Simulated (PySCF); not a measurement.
# Xe: excitation energy

Xe [Xe] (1S) → Xe [Kr] 4d10 5s2 5p5 6s1 (3P), as a difference of total energies. Computed with PySCF 2.14 in aug-cc-pVDZ-PP with ECP28MDF, with a scalar-relativistic core potential. Correlated levels: valence: 4s2 4p6 4d10 frozen. The calculations carry no spin-orbit coupling.

```json
{"method": "UHF", "excitation energy (cm⁻¹)": "69859"}
{"method": "LDA", "excitation energy (cm⁻¹)": "71795"}
{"method": "PBE", "excitation energy (cm⁻¹)": "70888"}
{"method": "PBE0", "excitation energy (cm⁻¹)": "72295"}
{"method": "r2SCAN", "excitation energy (cm⁻¹)": "73583"}
{"method": "BLYP", "excitation energy (cm⁻¹)": "70453"}
{"method": "HSE06", "excitation energy (cm⁻¹)": "71985"}
{"method": "M06-2X", "excitation energy (cm⁻¹)": "71906"}
{"method": "r2SCANh", "excitation energy (cm⁻¹)": "73593"}
{"method": "MP2 (valence)", "excitation energy (cm⁻¹)": "71864"}
{"method": "SCS-MP2 (valence)", "excitation energy (cm⁻¹)": "72135"}
```

The promoted electron is Rydberg-like, and one or two diffuse shells describe it only roughly, which tends to raise the upper state.
